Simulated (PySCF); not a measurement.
## C₆ coefficients of unlike pairs at BP86

Calculated with PySCF 2.14 from the dipole response of each species, C₆(A,B) = (3/π) ∫ α_A(iu) α_B(iu) du, in atomic units, from isotropic polarisabilities. For ions this is the dispersion term alone; charge-induced terms of lower order in 1/R come first.

```json
{"species": "Mn³⁺", "configuration": "[Ar] 3d4 (5D)", "basis": "def2-QZVPPD (11s6p5d4f2g)", "relativity": "none", "α (bohr³)": "2.039", "C₆ (like pair)": "5.039"}
{"species": "Ru³⁺", "configuration": "[Kr] 4d5 (6S)", "basis": "aug-cc-pwCVTZ-PP with ECP28MDF (8s8p7d4f3g)", "relativity": "core potential", "α (bohr³)": "5.187", "C₆ (like pair)": "23.66"}
{"species": "O³⁺", "configuration": "[He] 2s2 2p1 (2P)", "basis": "aug-cc-pVDZ (4s3p2d)", "relativity": "none", "α (bohr³)": "1.352", "C₆ (like pair)": "1.237"}
```

(1) Estimate C₆ for O³⁺ with Ru³⁺.

No spin-orbit coupling is included.

The other pairs:

```csv
pair,C₆
"O³⁺, Mn³⁺",2.411
"Ru³⁺, Mn³⁺",10.78
```

Answers

(1) The integral gives 5.374. The combination rule 2 C_A C_B / (C_A α_B/α_A + C_B α_A/α_B) gives 5.364 and the geometric mean 5.410.
